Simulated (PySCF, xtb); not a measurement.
Al(OH)(SiH3)2 (AlH₇OSi₂), SMILES [OH][Al]([SiH3])[SiH3].

GFN2-xTB in xtb at its own geometry gives an orbital gap of 3.08 eV and a dipole moment of 1.65 D.

Geometry: r2SCAN-D4/def2-SVP. The geometry has at least one imaginary mode, so it is a saddle point at that level. The structure was generated by enumeration; whether it is a known compound was not checked. One conformer was computed; it need not be the lowest.

Q: What does PBE/def2-TZVP (PySCF) give? (Estimate from the structure and the level; the computed values follow.)

A: gap 3.36 eV (levels -5.86 and -2.50 eV), dipole 1.55 D.
